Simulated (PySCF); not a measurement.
Species: C₉H₁₄Si.
Numbering: `[CH3:1][Si:2]([CH3:3])([CH3:4])[c:5]1[cH:6][cH:7][cH:8][cH:9][cH:10]1` (hydrogens: H11, H12, H13 on C1; H14, H15, H16 on C3; H17, H18, H19 on C4; H20 on C6; H21 on C7; H22 on C8; H23 on C9; H24 on C10)

The same species was optimised twice, with GFN2-xTB and with PBE0-D3(BJ)/def2-SVP (PySCF), and the same property calculations (PySCF, gas phase) were run on both structures.

```json
{"coordinate": "Si2–C4 (Å)", "GFN2-xTB": "1.910", "PBE0-D3(BJ)/def2-SVP": "1.883", "change": "-0.027"}
{"coordinate": "Si2–C3 (Å)", "GFN2-xTB": "1.910", "PBE0-D3(BJ)/def2-SVP": "1.883", "change": "-0.027"}
{"coordinate": "C1–Si2 (Å)", "GFN2-xTB": "1.906", "PBE0-D3(BJ)/def2-SVP": "1.881", "change": "-0.025"}
{"coordinate": "Si2–C5 (Å)", "GFN2-xTB": "1.902", "PBE0-D3(BJ)/def2-SVP": "1.889", "change": "-0.013"}
{"coordinate": "C5–C10 (Å)", "GFN2-xTB": "1.393", "PBE0-D3(BJ)/def2-SVP": "1.405", "change": "+0.012"}
{"coordinate": "C6–C7 (Å)", "GFN2-xTB": "1.384", "PBE0-D3(BJ)/def2-SVP": "1.395", "change": "+0.011"}
{"coordinate": "C5–C6 (Å)", "GFN2-xTB": "1.392", "PBE0-D3(BJ)/def2-SVP": "1.403", "change": "+0.011"}
{"coordinate": "C9–C10 (Å)", "GFN2-xTB": "1.383", "PBE0-D3(BJ)/def2-SVP": "1.393", "change": "+0.010"}
{"coordinate": "C8–C9 (Å)", "GFN2-xTB": "1.385", "PBE0-D3(BJ)/def2-SVP": "1.395", "change": "+0.010"}
{"coordinate": "C7–C8 (Å)", "GFN2-xTB": "1.384", "PBE0-D3(BJ)/def2-SVP": "1.393", "change": "+0.009"}
{"coordinate": "C1–Si2–C5 (°)", "GFN2-xTB": "110.8", "PBE0-D3(BJ)/def2-SVP": "109.7", "change": "-1.1"}
{"coordinate": "C1–Si2–C4 (°)", "GFN2-xTB": "109.2", "PBE0-D3(BJ)/def2-SVP": "109.9", "change": "+0.7"}
{"coordinate": "C1–Si2–C3 (°)", "GFN2-xTB": "109.2", "PBE0-D3(BJ)/def2-SVP": "109.9", "change": "+0.7"}
{"coordinate": "C3–Si2–C5 (°)", "GFN2-xTB": "109.1", "PBE0-D3(BJ)/def2-SVP": "108.9", "change": "-0.2"}
{"coordinate": "C5–C6–C7 (°)", "GFN2-xTB": "121.4", "PBE0-D3(BJ)/def2-SVP": "121.3", "change": "-0.1"}
{"coordinate": "Si2–C5–C6 (°)", "GFN2-xTB": "122.3", "PBE0-D3(BJ)/def2-SVP": "122.2", "change": "-0.1"}
{"coordinate": "C5–C10–C9 (°)", "GFN2-xTB": "121.5", "PBE0-D3(BJ)/def2-SVP": "121.4", "change": "-0.1"}
{"coordinate": "C6–C5–C10 (°)", "GFN2-xTB": "117.6", "PBE0-D3(BJ)/def2-SVP": "117.7", "change": "+0.1"}
{"coordinate": "C1–Si2–C5–C6 (°)", "GFN2-xTB": "0", "PBE0-D3(BJ)/def2-SVP": "2", "change": "+2"}
```

Rotational constants: A = 2015, B = 716.3, C = 638.5 MHz (GFN2-xTB) against A = 2027, B = 722.5, C = 641.3 MHz (PBE0-D3(BJ)/def2-SVP).

On the GFN2-xTB structure: HOMO (eV) -7.20 [PBE0/pcSseg-1]; LUMO (eV) -0.38 [PBE0/pcSseg-1]; dipole (D) 0.08 [PBE0/pcSseg-1]; GIAO shielding of C1/C3/C4 (mean) (ppm) 187.5 [PBE0/pcSseg-1]; GIAO shielding of Si2 (ppm) 353.6 [PBE0/pcSseg-1]; GIAO shielding of C5 (ppm) 41.6 [PBE0/pcSseg-1]; GIAO shielding of C6/C10 (mean) (ppm) 48.0 [PBE0/pcSseg-1]; GIAO shielding of C7/C9 (mean) (ppm) 54.0 [PBE0/pcSseg-1]; GIAO shielding of C8 (ppm) 52.4 [PBE0/pcSseg-1].

Question: What do these properties become on the PBE0-D3(BJ)/def2-SVP structure?

Answer: 
| property | level | on GFN2-xTB | on PBE0-D3(BJ)/def2-SVP | change |
| --- | --- | --- | --- | --- |
| HOMO (eV) | PBE0/pcSseg-1 | -7.20 | -7.16 | +0.04 |
| LUMO (eV) | PBE0/pcSseg-1 | -0.38 | -0.42 | -0.04 |
| dipole (D) | PBE0/pcSseg-1 | 0.08 | 0.13 | +0.05 |
| energy, GFN2-xTB geometry as zero (kcal/mol) | PBE0/pcSseg-1 | 0.0 | -1.2 | -1.2 |
| GIAO shielding of C1/C3/C4 (mean) (ppm) | PBE0/pcSseg-1 | 187.5 | 185.2 | -2.3 |
| GIAO shielding of Si2 (ppm) | PBE0/pcSseg-1 | 353.6 | 356.4 | +2.8 |
| GIAO shielding of C5 (ppm) | PBE0/pcSseg-1 | 41.6 | 39.5 | -2.1 |
| GIAO shielding of C6/C10 (mean) (ppm) | PBE0/pcSseg-1 | 48.0 | 45.1 | -2.9 |
| GIAO shielding of C7/C9 (mean) (ppm) | PBE0/pcSseg-1 | 54.0 | 51.2 | -2.8 |
| GIAO shielding of C8 (ppm) | PBE0/pcSseg-1 | 52.4 | 50.0 | -2.4 |

The heavy atoms differ by 0.029 Å rms after alignment. Among bonds between heavy atoms Si2–C3 and Si2–C4 change most and about equally (-0.027 Å). Changes are differences of the printed values. Neither structure is proved a minimum here.

The values belong to the conformer `[CH3:1][Si:2]([CH3:3])([CH3:4])[c:5]1[cH:6][cH:7][cH:8][cH:9][cH:10]1`: C1–Si2–C5–C6 2°.
